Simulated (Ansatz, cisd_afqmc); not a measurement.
Species: I, charge -1, singlet.

Total energies in def2-QZVPPD, 8 correlated electrons, 9 frozen orbitals. UHF or UKS for unpaired electrons; spin-orbit terms are left out. Correlated methods leave the cores frozen (noble-gas shells, and filled d and f shells in the p block). Past Kr the def2 sets carry scalar-relativistic core potentials. AFQMC/CISD: phaseless, guided by CISD from CCSD amplitudes; bars are statistical, one sigma. Outlying blocks are dropped, and bars are widened where a walk drifts. Over all cases where full CI ran beside it in this data, AFQMC minus full CI had a median of +0.1 mEh and passed +0.4 mEh in a tenth of the cases. Spin-orbit terms, left out, reach several kcal/mol for Br and I, and more for heavier atoms.

```
method         program         energy (Eh)  minus CCSDT(Q) (mEh)
----------  ----------  ------------------  --------------------
HF              Ansatz          -296.74400                189.28
MP2             Ansatz          -296.90993                 23.34
CCSD            Ansatz          -296.92435                  8.93
CCSD(T)         Ansatz          -296.93244                  0.83
CCSDT(Q)        Ansatz          -296.93327                  0.00
AFQMC/CISD  cisd_afqmc  -296.9329 ± 0.0004             0.4 ± 0.4
```

Ansatz is a first-principles code.
